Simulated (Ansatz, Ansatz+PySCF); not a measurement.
```yaml
atoms:
  - { symbol: N, position_ang: [1.0279, 0.0000, 0.0000] }
  - { symbol: C, position_ang: [0.3075, 1.0297, 0.0000] }
  - { symbol: C, position_ang: [-0.9043, 0.6539, 0.0000] }
  - { symbol: C, position_ang: [-0.9043, -0.6539, 0.0000] }
  - { symbol: C, position_ang: [0.3075, -1.0297, 0.0000] }
  - { symbol: H, position_ang: [1.9568, 0.0000, 0.0000] }
  - { symbol: H, position_ang: [0.7090, 1.9464, 0.0000] }
  - { symbol: H, position_ang: [-1.7042, 1.2561, 0.0000] }
  - { symbol: H, position_ang: [-1.7042, -1.2561, 0.0000] }
  - { symbol: H, position_ang: [0.7090, -1.9464, 0.0000] }
```

Basis set: def2-SVP (spherical functions). Frozen core: 5 orbitals. Charge 0, multiplicity 1.

Computed with Ansatz (development build ahead of 0.2.0); each method stands on the lowest determinant of its kind that the runs found. Restricted open shells among the atoms or ions are ROHF, correlated in semicanonical orbitals with singles.

Problem. Give the atomization energy at this shape (free ground-state atoms in the same class of orbitals less the molecule, no zero-point energy) of singlet C₄H₅N by RHF-MP2, UHF-MP2, RHF, UHF.

Solution.

| method | atomization energy |
| --- | --- |
| RHF-MP2 | 4096.2 kJ/mol |
| UHF-MP2 | 4091.8 kJ/mol |
| RHF | 3079.3 kJ/mol |
| UHF | 3027.1 kJ/mol |

Caution: the shape is not the minimum.
